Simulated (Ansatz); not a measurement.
Species: GeO, SMILES `[O+]#[Ge-]` (charge 0, multiplicity 1), formula GeO.

Q: How many basis functions does Ansatz (a quantum-chemistry and plane-wave program) with frozen-core CCSD(T)/cc-pVTZ // PBE0-D4/def2-TZVP use, how many core orbitals are frozen, and how many electrons are correlated?

A: 73 basis functions and 10 frozen orbitals, which leaves 20 correlated electrons (filled d shells below the valence shell are correlated). Core time is of the order of seconds.
